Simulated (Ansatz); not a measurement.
Reaction (atomization): `[SiH3][O][Al][Br]`• → Al• + Br• + 3 H• + O• + Si•

Gas-phase electronic energies from Ansatz, PBE0-D4/def2-TZVP geometries. CCSD(T)/CBS adds triple-zeta CCSD(T) − MP2 to the extrapolated MP2 energy (def2 sets, frozen cores). This one scheme is used for every species, atoms too. Functionals use def2-TZVPP. Open shells (•) are unrestricted, without spin–orbit coupling. Spin–orbit coupling would lower the free atoms: a little for Al, O, Si; clearly for Br. For Br outer-core shells are correlated without core-valence functions, so the limit isn't a true one: a few kJ/mol of doubt a bond, and 10 to 20 or more in all where bonds break to atoms. Scalar relativity is left out up to krypton. Each species was taken in one conformer, which may not be the lowest.

| level | ΔE (kJ/mol) | difference from CCSD(T)/CBS |
| --- | --- | --- |
| PBE-D4 | 2224.8 | -25.7 |
| BHLYP-D4 | 2181.0 | -69.5 |
| B2PLYP | 2206.0 | -44.5 |
| PBE | 2207.9 | -42.6 |
| revPBE | 2132.2 | -118.3 |
| BLYP | 2170.9 | -79.6 |
| CAM-B3LYP | 2220.9 | -29.6 |
| HF/def2-TZVPP | 1703.1 | -547.4 |
| SCS-MP2/def2-TZVPP | 2216.3 | -34.2 |
| CCSD/CBS(def2) | 2220.8 | -29.7 |
| CCSD(T)/CBS | 2250.5 | 0 |

Largest T1 diagnostic among the species: 0.018.

The D4 term adds +27.6 kJ/mol with B3LYP and +14.5 kJ/mol with PBE0; it sums over pairs of atoms, weighted by their polarisabilities, and B3LYP, whose exchange is more repulsive, gets the larger term. From BLYP to BHLYP (50 % exact exchange), in def2-TZVPP and without D4, ΔE moves by −14.8 kJ/mol: exact exchange takes away binding that semilocal exchange gives to molecules.

B3LYP here is the variant with VWN-RPA as its local correlation; programs differ in this.

For atomizations the MP2-based limit and the directly extrapolated one differ by several kJ/mol either way, and by 10 to 25 for some Ge, Se and Sn compounds, so smaller differences from it don't rank the levels.
